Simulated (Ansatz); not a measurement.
A short molecular-dynamics run on Sc₃⁺.

```yaml
crystal:
  periodic: [false, false, false]
  atoms:
    - {symbol: Sc, position_ang: [0.393812, -1.160512, 0.762149]}
    - {symbol: Sc, position_ang: [-1.688648, 0.367960, 0.064843]}
    - {symbol: Sc, position_ang: [1.294836, 0.792552, -0.826992]}
basis:
  gaussian: {orbitals: "6-31G*"}
total_charge: 1
magnetization: {spin_polarized: true, initial_magnetization: 0}
hamiltonian: {xc: {name: BLYP}}
md: {timestep: 1 fs, n_steps: 15, ensemble: nvt_nose_hoover, temperature: 1000, initial_velocities: maxwell_boltzmann, seed: 123}
scf: {omitted_lower_state_checks: [starts]}
```

```sh
$ ansatz run in.yaml --threads 4 --pin off --events-out ev --progress --plain --max-ram 3916MiB
```

```
step  time (fs)  potential energy (eV)  kinetic (eV)  T (K)  conserved (eV)
   0        0.0            -62086.6699        0.1293   1000     -62086.5406
   1        1.0            -62086.6696        0.1290    998     -62086.5406
   2        2.0            -62086.6693        0.1287    996     -62086.5406
   3        3.0            -62086.6689        0.1283    992     -62086.5406
   4        4.0            -62086.6684        0.1278    989     -62086.5406
   5        5.0            -62086.6678        0.1272    984     -62086.5406
   6        6.0            -62086.6670        0.1264    978     -62086.5406
   7        7.0            -62086.6660        0.1253    970     -62086.5406
   8        8.0            -62086.6647        0.1241    960     -62086.5406
   9        9.0            -62086.6632        0.1226    948     -62086.5406
  10       10.0            -62086.6614        0.1208    935     -62086.5406
  11       11.0            -62086.6594        0.1188    919     -62086.5406
  12       12.0            -62086.6571        0.1165    902     -62086.5406
  13       13.0            -62086.6546        0.1141    882     -62086.5406
  14       14.0            -62086.6519        0.1114    862     -62086.5406
  15       15.0            -62086.6490        0.1085    839     -62086.5406
```

Velocities are drawn at the set temperature; a run this short doesn't reach equilibrium.

The 6-31G sets use Cartesian d functions. The unrestricted singlet has broken spin symmetry (⟨S²⟩ up to 0.96).

Frames (Å, forces in eV/Å):

```xyz
3
time=0.0 fs
Sc    0.394   -1.161    0.762    0.033   -0.099    0.065
Sc   -1.689    0.368    0.065    0.061    0.061   -0.056
Sc    1.295    0.793   -0.827   -0.095    0.039   -0.010
3
time=1.0 fs
Sc    0.398   -1.161    0.762    0.027   -0.087    0.057
Sc   -1.694    0.370    0.064    0.077    0.055   -0.055
Sc    1.296    0.791   -0.826   -0.104    0.032   -0.003
3
time=2.0 fs
Sc    0.402   -1.162    0.762    0.025   -0.080    0.053
Sc   -1.700    0.372    0.064    0.090    0.053   -0.056
Sc    1.298    0.790   -0.826   -0.115    0.027    0.003
3
time=3.0 fs
Sc    0.406   -1.163    0.762    0.023   -0.079    0.053
Sc   -1.705    0.374    0.063    0.103    0.053   -0.058
Sc    1.299    0.789   -0.825   -0.126    0.026    0.006
3
time=4.0 fs
Sc    0.410   -1.164    0.762    0.019   -0.083    0.056
Sc   -1.710    0.377    0.063    0.118    0.053   -0.061
Sc    1.300    0.788   -0.825   -0.137    0.030    0.005
3
time=5.0 fs
Sc    0.414   -1.165    0.762    0.010   -0.089    0.062
Sc   -1.716    0.379    0.062    0.136    0.051   -0.064
Sc    1.302    0.786   -0.824   -0.147    0.037    0.002
3
time=6.0 fs
Sc    0.418   -1.166    0.761   -0.004   -0.093    0.068
Sc   -1.721    0.381    0.062    0.159    0.046   -0.065
Sc    1.303    0.785   -0.823   -0.155    0.047   -0.004
3
time=7.0 fs
Sc    0.422   -1.167    0.761   -0.022   -0.095    0.073
Sc   -1.726    0.383    0.061    0.185    0.038   -0.064
Sc    1.304    0.784   -0.823   -0.164    0.057   -0.009
3
time=8.0 fs
Sc    0.426   -1.168    0.761   -0.041   -0.095    0.077
Sc   -1.732    0.385    0.061    0.213    0.029   -0.063
Sc    1.306    0.783   -0.822   -0.172    0.067   -0.015
3
time=9.0 fs
Sc    0.430   -1.169    0.761   -0.062   -0.094    0.080
Sc   -1.737    0.387    0.060    0.241    0.018   -0.061
Sc    1.307    0.782   -0.822   -0.179    0.076   -0.020
3
time=10.0 fs
Sc    0.434   -1.170    0.761   -0.084   -0.091    0.082
Sc   -1.742    0.390    0.060    0.270    0.007   -0.058
Sc    1.308    0.781   -0.821   -0.186    0.084   -0.024
3
time=11.0 fs
Sc    0.438   -1.171    0.761   -0.105   -0.087    0.084
Sc   -1.747    0.392    0.059    0.298   -0.004   -0.055
Sc    1.309    0.780   -0.820   -0.193    0.092   -0.028
3
time=12.0 fs
Sc    0.442   -1.172    0.761   -0.126   -0.083    0.085
Sc   -1.752    0.394    0.058    0.325   -0.016   -0.052
Sc    1.310    0.778   -0.820   -0.199    0.099   -0.032
3
time=13.0 fs
Sc    0.446   -1.174    0.761   -0.146   -0.078    0.085
Sc   -1.757    0.396    0.058    0.352   -0.027   -0.049
Sc    1.311    0.777   -0.819   -0.206    0.105   -0.036
3
time=14.0 fs
Sc    0.450   -1.175    0.761   -0.166   -0.072    0.085
Sc   -1.762    0.399    0.057    0.378   -0.039   -0.046
Sc    1.312    0.776   -0.819   -0.212    0.111   -0.039
3
time=15.0 fs
Sc    0.454   -1.176    0.762   -0.186   -0.067    0.085
Sc   -1.767    0.401    0.057    0.404   -0.050   -0.043
Sc    1.313    0.775   -0.818   -0.218    0.117   -0.042
```

It took 5 min on 4 threads of Arm Neoverse V1 on a shared host.
